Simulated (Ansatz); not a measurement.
Name a neutral molecule of C, O, Sn and H with HOMO energy (PBE/def2-TZVPP) between -6.95 and -6.65 eV and HOMO–LUMO gap (PBE/def2-TZVPP) between 5.25 and 5.55 eV (Ansatz, PBE0-D4/def2-TZVP geometry).

`O=C[O][SnH3]` (-6.73 eV, 5.30 eV). Other molecules can fit too; these were computed, each in one conformer that needn't be the lowest.
